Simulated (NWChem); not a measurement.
# SiN$_{2}$H$_{6}$; SMILES N[SiH2]N

```xyz
9

Si     0.4395    -0.0017     0.0740
N     -0.6546     1.3314     0.0763
N     -0.4792    -1.4556    -0.0472
H      1.4094    -0.1095    -1.0672
H      1.2479     0.2133     1.3209
H     -1.2946     1.4871    -0.6939
H     -0.4045     2.1967     0.5391
H     -0.0784    -2.2824    -0.4727
H     -1.1877    -1.6890     0.6386
```
Atoms are numbered in this order, from 1.

Program: NWChem. Pople sets run with spherical d functions. All runs use the structure optimised with PBE0/def2-SVP. GIAO values for the isolated, static molecule; σ is the absolute isotropic shielding, δ = σ(reference) − σ with the isolated reference molecule computed at the same levels (1H: tetramethylsilane, 15N: ammonia, 29Si: tetramethylsilane).

Predict the results for B3LYP/6-31G*. Quantities: δ Si1 (ppm); δ N2 (ppm); δ H4 (ppm); δ H6 (ppm); δ H7 (ppm).


```
Property     Result
-----------  ------
δ Si1 (ppm)   -26.8
δ N2 (ppm)     13.0
δ H4 (ppm)     5.07
δ H6 (ppm)    -0.24
δ H7 (ppm)    -0.20
```
